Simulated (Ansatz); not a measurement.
## Two structures, one formula

Two relaxed structures of CH$_{2}$SSe, closed shell (PBE0-D4/def2-TZVP; forces vanish, vibrations not checked).

A:

| atom | x (Å) | y (Å) | z (Å) |
| --- | --- | --- | --- |
| C1 | -0.1427 | -0.3314 | -0.0113 |
| S2 | -0.7265 | -0.5664 | 1.4680 |
| Se3 | 1.2911 | -1.1885 | -0.8595 |
| H4 | -0.5735 | 0.4070 | -0.6900 |
| H5 | 1.6003 | -2.0572 | 0.2856 |

B:

```csv
atom,x (Å),y (Å),z (Å)
C1,-0.0936,-0.4515,0.1144
S2,-0.0399,-0.4249,1.8245
Se3,1.2650,-0.9154,-0.9046
H4,-1.0463,-0.1555,-0.3194
H5,-1.3039,-0.0118,2.0399
```

Computed with Ansatz 0.2.0 (basis: def2-TZVPP); correlated methods freeze the cores. Filled d shells of the heavier atoms are correlated. The def2 sets are not built for correlating such inner shells, so the correlated values are less sure here. B3LYP uses VWN-RPA correlation.

Question: Which structure is lower at CCSD(T), and by how much? (An estimate is asked for; the value comes from the calculation.)

Answer: The calculation gives: A, by 0.028 eV (electronic energy, against the other); a gap this small isn't resolved in one triple-zeta basis. By their contacts, A is CH₂SSe ([S][CH][SeH]) and B is CH₂SSe ([SH][CH][Se]).

Question: Do the other methods give the same order? (A judgement: the text doesn't fix the answer.)

Answer: By the calculation: Not all: PBE0-D4 gives the other order.

| method | E(B) − E(A) (eV) |
| --- | --- |
| PBE-D4 | 0.004 |
| r2SCAN-D4 | 0.007 |
| PBE0-D4 | -0.001 |
| B3LYP-D4 | 0.005 |
| wB97M-V | 0.021 |
| HF | 0.021 |
| MP2 | 0.011 |
| CCSD | 0.036 |
| CCSD(T) | 0.028 |

No T1 diagnostic of these runs exceeds 0.017. The restricted Hartree–Fock reference is unstable towards an unrestricted one at one or more of these structures.

Labels in which every atom is bracketed show which atoms are joined, not bond orders.

For scale, one of the runs: CCSD(T)/def2-TZVPP, 149 basis functions, launched by `ansatz run in.yaml --threads 2 --pin off --events-out ev --progress --plain --max-ram 4352MiB`. The run took 32 s on 2 CPU threads of an Arm Neoverse V1 (shared host), with 0.94 GiB of host memory at its peak.
